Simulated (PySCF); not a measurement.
## A search over the determinants of RbCl

Unrestricted PBE0; PySCF, scalar-relativistic core potentials, basis sets Rb def2-SVPD with ECP28, Cl def2-SVPD. Outer shells of the fragments: Rb 5s1; Cl 3s2 3p5.

Followed along the bond (rough minima from three points):

```json
{"2Ms+1": "1", "unpaired": "none", "⟨S²⟩ at the start": "0.00", "R at minimum (Å)": "2.87", "Te (eV)": "0.00"}
{"2Ms+1": "3", "unpaired": "σ ↑, π ↑", "⟨S²⟩ at the start": "2.00", "R at minimum (Å)": "none in the scan", "Te (eV)": "≤ 4.36"}
```

Solutions found at the starting distance of 3.030 Å, counted from the lowest of them; the search is not exhaustive and high or unbound solutions are not listed, so other states can lie among these:

```tsv
2Ms+1	unpaired	term	E (eV)	⟨S²⟩	⟨Lz²⟩	μ (D)
1	none	¹Σ⁺	0.00	0.00	0.00	-11.94
3	σ ↑, π ↑	³Π	4.43	2.00	1.01	1.90
1	σ ↑, π ↓	mixed	4.44	1.00	1.01	2.14
3	σ ↑↑	³Σ⁺	4.57	2.00	0.00	2.09
3	π ↑↑	mixed	5.63	2.00	2.01	0.82
3	π ↑↑	mixed	5.68	2.00	2.01	1.66
3	σ ↑, π ↑	³Π	5.87	2.00	1.00	1.85
3	π ↑, δ ↑	mixed	6.52	2.00	5.01	0.54
```

A term symbol is given only where ⟨S²⟩ and ⟨Lz²⟩ are close to those of a pure state; real π, δ and φ orbitals otherwise mix terms. A positive dipole means Rb(−)Cl(+).

Counting both spins, an empty level lies below a filled one in some of these solutions, because spin and occupation are held.
